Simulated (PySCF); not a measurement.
CH4ClFOSi2, SMILES O=C([SiH2]F)[SiH2]Cl.

Coordinates come from a PBE0-D3(BJ)/def2-SVP optimisation. The structure was generated by enumeration, and PubChem lists no compound with its InChIKey, so it may never have been made. One conformer was computed; it need not be the lowest.

These are PySCF with PBE0-D3(BJ)/def2-SVP values and carry that method's errors.

Frequencies are harmonic and unscaled.

```json
[
 {"mode": "1", "ν (cm⁻¹)": "35", "IR (km/mol)": "3.7", "moving atoms (share of kinetic energy)": "O 31 %, Si 31 %, Cl 24 %, H 12 %"},
 {"mode": "2", "ν (cm⁻¹)": "49", "IR (km/mol)": "1.0", "moving atoms (share of kinetic energy)": "Si 32 %, F 31 %, H 19 %, Cl 16 %"},
 {"mode": "3", "ν (cm⁻¹)": "72", "IR (km/mol)": "1.4", "moving atoms (share of kinetic energy)": "F 49 %, Cl 30 %, Si 8 %"},
 {"mode": "4", "ν (cm⁻¹)": "103", "IR (km/mol)": "16.0", "moving atoms (share of kinetic energy)": "F 32 %, Si 28 %, Cl 20 %, O 10 %"},
 {"mode": "5", "ν (cm⁻¹)": "264", "IR (km/mol)": "19.0", "moving atoms (share of kinetic energy)": "O 40 %, H 24 %, Si 22 %"},
 {"mode": "6", "ν (cm⁻¹)": "311", "IR (km/mol)": "0.1", "moving atoms (share of kinetic energy)": "O 40 %, Si 27 %, F 19 %"},
 {"mode": "7", "ν (cm⁻¹)": "345", "IR (km/mol)": "15.2", "moving atoms (share of kinetic energy)": "H 41 %, C 38 %, O 10 %"},
 {"mode": "8", "ν (cm⁻¹)": "424", "IR (km/mol)": "1.9", "moving atoms (share of kinetic energy)": "Si 57 %, O 16 %, C 13 %, H 12 %"},
 {"mode": "9", "ν (cm⁻¹)": "526", "IR (km/mol)": "3.3", "moving atoms (share of kinetic energy)": "H 54 %, Si 24 %, Cl 13 %"},
 {"mode": "10", "ν (cm⁻¹)": "566", "IR (km/mol)": "49.3", "moving atoms (share of kinetic energy)": "Si 45 %, Cl 30 %, H 20 %"},
 {"mode": "11", "ν (cm⁻¹)": "646", "IR (km/mol)": "39.2", "moving atoms (share of kinetic energy)": "H 67 %, C 18 %, Si 12 %"},
 {"mode": "12", "ν (cm⁻¹)": "678", "IR (km/mol)": "17.6", "moving atoms (share of kinetic energy)": "H 66 %, C 23 %"},
 {"mode": "13", "ν (cm⁻¹)": "715", "IR (km/mol)": "14.6", "moving atoms (share of kinetic energy)": "H 90 %"},
 {"mode": "14", "ν (cm⁻¹)": "821", "IR (km/mol)": "246.2", "moving atoms (share of kinetic energy)": "H 81 %, Si 10 %"},
 {"mode": "15", "ν (cm⁻¹)": "846", "IR (km/mol)": "20.6", "moving atoms (share of kinetic energy)": "H 41 %, F 37 %, Si 14 %"},
 {"mode": "16", "ν (cm⁻¹)": "887", "IR (km/mol)": "152.2", "moving atoms (share of kinetic energy)": "H 55 %, C 37 %"},
 {"mode": "17", "ν (cm⁻¹)": "923", "IR (km/mol)": "128.9", "moving atoms (share of kinetic energy)": "H 40 %, Si 26 %, F 17 %, C 16 %"},
 {"mode": "18", "ν (cm⁻¹)": "939", "IR (km/mol)": "88.9", "moving atoms (share of kinetic energy)": "H 75 %, C 13 %, Si 9 %"},
 {"mode": "19", "ν (cm⁻¹)": "955", "IR (km/mol)": "126.0", "moving atoms (share of kinetic energy)": "H 74 %, Si 17 %"},
 {"mode": "20", "ν (cm⁻¹)": "1765", "IR (km/mol)": "91.9", "moving atoms (share of kinetic energy)": "C 57 %, O 43 %"},
 {"mode": "21", "ν (cm⁻¹)": "2250", "IR (km/mol)": "82.5", "moving atoms (share of kinetic energy)": "H 97 %"},
 {"mode": "22", "ν (cm⁻¹)": "2264", "IR (km/mol)": "66.3", "moving atoms (share of kinetic energy)": "H 98 %"},
 {"mode": "23", "ν (cm⁻¹)": "2276", "IR (km/mol)": "84.2", "moving atoms (share of kinetic energy)": "H 96 %"},
 {"mode": "24", "ν (cm⁻¹)": "2281", "IR (km/mol)": "104.4", "moving atoms (share of kinetic energy)": "H 96 %"}
]
```
